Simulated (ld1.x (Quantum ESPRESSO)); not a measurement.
# Mn (Z = 25): one change to an ultrasoft potential, before and after

Mn (Z = 25), ultrasoft, made with ld1.x (Quantum ESPRESSO) 7.5 (PBE, scalar-relativistic). Core [Ar], reference 3d5.5 4s1.5 4p0. Waves: 4s (bound): rcut 2.20, rcutus 2.55 bohr; 4s channel at 0.15 Ry: rcut 2.20, rcutus 2.55 bohr; 4p (bound, empty): rcut 2.55, rcutus 3.15 bohr; 4p channel at 1.55 Ry: rcut 2.55, rcutus 3.15 bohr; 3d (bound): rcut 1.55, rcutus 2.15 bohr; 3d channel at 0.05 Ry: rcut 1.55, rcutus 2.15 bohr. Local part: all-electron potential smoothed inside 3.05 bohr (lloc = -1). Core correction: none. Augmentation charge: PSQ, radius 1.70 bohr.

Change: waves 3d (bound): rcut 1.55, rcutus 3.02 bohr; 3d channel at 0.05 Ry: rcut 1.55, rcutus 3.02 bohr.

Cutoffs: the cutoffs (Ry, on a coarse ladder) from which the occupation-weighted sum of valence levels, in a spherical-Bessel basis at the reference potential, stays within 10 and 1 mRy of its value at 400 Ry; they do not see the model core or the augmentation charge, which bear on the density cutoff. Errors are all-electron minus pseudo energies relative to the spin-unpolarised reference configuration.

Predict the effect on cutoff, ghosts and configuration errors.

The potential gets softer (21 Ry and 35 Ry → 10 Ry and 12 Ry); the number of tests that count goes from 7 to 1; neither file shows a bound ghost at the reference potential, the only one tested. A larger radius leaves more room for a smooth pseudo-wave, so fewer plane waves are needed.

| quantity | base | changed |
| --- | --- | --- |
| cutoff, loose | 21 Ry | 10 Ry |
| cutoff, tight | 35 Ry | 12 Ry |
| loose cutoff by channel (10 mRy a level) | s 6 Ry, d 18 Ry | s 6 Ry, d 8 Ry |
| bound ghosts | none | none |
| tests counted (converged, no solver errors) | 7 of 7 | 1 of 7 |
| error for 3d5 4s2 4p0, meV [ΔE 0.48 eV] | -1.4 | -4.7 |
| s: phases at 3.40 bohr within 0.05 rad from the reference energy up to (Ry; the scan ends near 5) | 2.1 | 2.1 |
| p: phases at 3.40 bohr within 0.05 rad from the reference energy up to (Ry; the scan ends near 5) | 2.7 | 2.7 |
| d: phases at 3.40 bohr within 0.05 rad from the reference energy up to (Ry; the scan ends near 5) | 3.6 | 3.1 |
| lowest overlap eigenvalue by channel | s 0.41, p 0.66, d 1.00 | s 0.41, p 0.66, d 0.10 |

Changed file: Tests not counted: 3d5 4s1 4p0 (solver errors, printed error -303 eV); 3d5 4s0 4p0 (solver errors, printed error -253 eV); 3d4 4s2 4p1 (solver errors, printed error -320 eV); 3d3 4s0 4p0 (solver errors, printed error -109 eV); 3d4 4s0 4p0 (solver errors, printed error -177 eV); 3d5 4s1 4p1 (solver errors, printed error -331 eV).
